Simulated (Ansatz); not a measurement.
`SB[O][AlH][Cl]` + CH₃NH₂ → `CNBS` + `[OH][AlH][Cl]`  (ligand exchange at a B–O bond)

Calculated with Ansatz (gas phase, PBE0-D4/def2-TZVP geometries, no zero-point term in ΔE). CCSD(T)/CBS adds triple-zeta CCSD(T) − MP2 to the extrapolated MP2 energy (def2 sets, frozen cores). This one scheme is used for every species. One conformer a species, not always the lowest.

```csv
species,CCSD(T)/def2-TZVPP energy (Eh)
`SB[O][AlH][Cl]`,-1201.38279
CH₃NH₂,-95.69970
`CNBS`,-518.89482
`[OH][AlH][Cl]`,-778.18799
```

Work out ΔE.

ΔE = (-518.89482) + (-778.18799) − (-1201.38279) − (-95.69970) = -0.00032 Eh = -0.2 kcal/mol. CCSD(T)/CBS gives -0.3 kcal/mol.

What do rigid-rotor, harmonic-oscillator terms from PBE0-D4/def2-TZVP frequencies (298.15 K, 1 bar) make of the CCSD(T)/CBS value? (Best estimate.)

Computed: ΔZPE = +0.1 kcal/mol, ΔH = -0.6 kcal/mol, ΔS = -18 J/(mol·K), ΔG = +0.7 kcal/mol. Modes under 50 cm⁻¹ make the entropy rough.

Largest T1 diagnostic among the species: 0.013.

From BLYP to BHLYP (50 % exact exchange), in def2-TZVPP and without D4, ΔE moves by +1.2 kcal/mol. In def2-TZVPP, CCSD(T) changes the Hartree–Fock value by −4.1 kcal/mol (the triples alone add −0.5 kcal/mol) and MP2 by −4.9 kcal/mol.
